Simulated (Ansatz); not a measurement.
Consider the isomerisation: `B1CO[SiH2]1` → `B[SiH2]C=O`.

Computed with Ansatz on PBE0-D4/def2-TZVP structures; ΔE is electronic, products minus reactants. CBS: MP2 limit from def2 TZ/QZ plus the TZ coupled-cluster correction, frozen cores. DFT in def2-TZVPP. Each species was taken in one conformer, which may not be the lowest.

`B1CO[SiH2]1`:

Z-matrix (Å, degrees):
```
C
O 1 1.451
Si 1 2.352 2 45.2
B 1 1.572 2 102.7 3 0.0
H 1 1.100 2 110.5 3 121.5
H 1 1.100 2 110.5 3 -121.5
H 3 1.491 1 125.6 2 -81.8
H 3 1.491 1 125.6 2 81.8
H 4 1.190 1 130.0 2 180.0
```

`B[SiH2]C=O`:

```xyz
9

B     0.173   -1.277    1.068
Si    0.170    0.610    0.386
C    -0.277    0.576   -1.495
O     0.486    0.898   -2.366
H    -0.722   -2.008    0.761
H     1.029   -1.709    1.780
H     1.416    1.394    0.571
H    -0.974    1.298    1.058
H    -1.302    0.219   -1.763
```

(1) Is it downhill or uphill in electronic energy at CCSD(T)/CBS, and by how much? (Best estimate.)

(2) What do these levels give: B97M-V, r2SCAN0-D4, ωB97M-V, CAM-B3LYP, HF/def2-SVP, MP2/def2-TZVPP? (An estimate is asked.)

(3) What do rigid-rotor, harmonic-oscillator terms from PBE0-D4/def2-TZVP frequencies (298.15 K, 1 bar) make of the CCSD(T)/CBS value? (Estimate.)

Largest T1 diagnostic among the species: 0.016.

## Answers

(1) The calculation gave: Uphill: ΔE = +25.0 kcal/mol.

(2) The calculation gave: B97M-V 24.9, r2SCAN0-D4 27.2, ωB97M-V 25.8, CAM-B3LYP 24.5, HF/def2-SVP 17.9, MP2/def2-TZVPP 26.4 kcal/mol.

(3) The calculation gave: ΔZPE = -3.1 kcal/mol, ΔH = +22.9 kcal/mol, ΔS = 38 J/(mol·K), ΔG = +20.2 kcal/mol.

At CCSD(T), def2-SVP lies −7.2 kcal/mol from the extrapolated value and def2-TZVPP −1.5 kcal/mol. From r2SCAN to r2SCAN0 (25 % exact exchange), in def2-TZVPP and without D4, ΔE moves by +2.8 kcal/mol.
